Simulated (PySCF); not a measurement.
## Broadened absorption spectrum of C2H12Si4

Species: C2H12Si4.
SMILES: `C[Si@@H]1[SiH2]C[Si@@H]1[SiH3]`

Method used: TDDFT wB97X-D/def2-SVPD, vertical, gas phase, core orbitals frozen in the response in PySCF. Geometry: GFN2-xTB; no solvent, vibrations or thermal averaging.

Each state is given a Gaussian of 0.4 eV full width at half maximum, with ε(max) = 2.175×10⁸ f / Δν̃ (Δν̃ the width in cm⁻¹). The cross-section is σ = 3.8235×10⁻²¹ ε cm², given in Mb (10⁻¹⁸ cm²). The width is an assumption, not a result. The curve ends short of the highest state used, and states not computed would add to its high-energy end.

E (eV), σ (Mb) and a bar:
```
     4.69       0.03 
     4.72       0.05 
     4.75       0.09 
     4.78       0.16 
     4.81       0.27 
     4.84       0.43 
     4.87       0.68 #
     4.90       1.04 #
     4.93       1.53 ##
     4.96       2.19 ###
     4.99       3.04 ####
     5.02       4.08 #####
     5.05       5.32 #######
     5.08       6.73 ########
     5.11       8.25 ##########
     5.14       9.82 ############
     5.17      11.34 ##############
     5.20      12.72 ################
     5.23      13.89 #################
     5.26      14.77 ##################
     5.29      15.36 ###################
     5.32      15.66 ###################
     5.35      15.74 ###################
     5.38      15.72 ###################
     5.41      15.70 ###################
     5.45      15.91 ####################
     5.48      16.36 ####################
     5.51      17.13 #####################
     5.54      18.19 ######################
     5.57      19.48 ########################
     5.60      20.87 ##########################
     5.63      22.22 ###########################
     5.66      23.34 #############################
     5.69      24.09 ##############################
     5.72      24.34 ##############################
     5.75      24.03 ##############################
     5.78      23.14 #############################
     5.81      21.73 ###########################
     5.84      19.88 ########################
     5.87      17.73 ######################
     5.90      15.42 ###################
     5.93      13.08 ################
     5.96      10.86 #############
     5.99       8.83 ###########
     6.02       7.07 #########
     6.05       5.60 #######
     6.08       4.44 #####
     6.11       3.55 ####
     6.14       2.92 ####
     6.17       2.52 ###
     6.20       2.31 ###
     6.23       2.29 ###
     6.26       2.44 ###
     6.29       2.78 ###
     6.32       3.34 ####
     6.35       4.16 #####
```

Problem. Where are the band maxima, and which computed states make them?

Solution. 232 nm (5.35 eV), ε about 4100, made up of S1 (85%) and S2 (14%) (hardly more than a shoulder); 217 nm (5.72 eV), ε about 6400, made up of S2 (76%) and S3 (21%) (ε in L mol⁻¹ cm⁻¹; maxima over ε = 5, shares over 10%). At its high-energy end, 6.35 eV, the curve is still rising (ε about 1100, from S4, S6 and S7). The states used: S1 5.29 eV (f 0.056); S2 5.70 eV (f 0.073); S3 5.83 eV (f 0.024); S4 6.21 eV (f 0.0033); S5 6.35 eV (f 0.0016); S6 6.66 eV (f 0.049); S7 6.74 eV (f 0.034); S8 6.95 eV (f 0.239).

Problem. Coming from long wavelengths, where does ε first pass 100 L mol⁻¹ cm⁻¹?

Solution. At about 257 nm (4.83 eV), 0.46 eV below S1.

Problem. What would ε be at 5.72 eV, the highest of these maxima, with half the width (0.2 eV)?

Solution. About 11100 L mol⁻¹ cm⁻¹ against 6370, a factor of about 1.7; a lone state at its own centre would give exactly 2.

Problem. Does any computed singlet lie in the visible range?

Solution. No computed singlet lies in the visible range (380 to 750 nm); the lowest, at 234 nm, stands 2.03 eV above its violet end (3.26 eV).
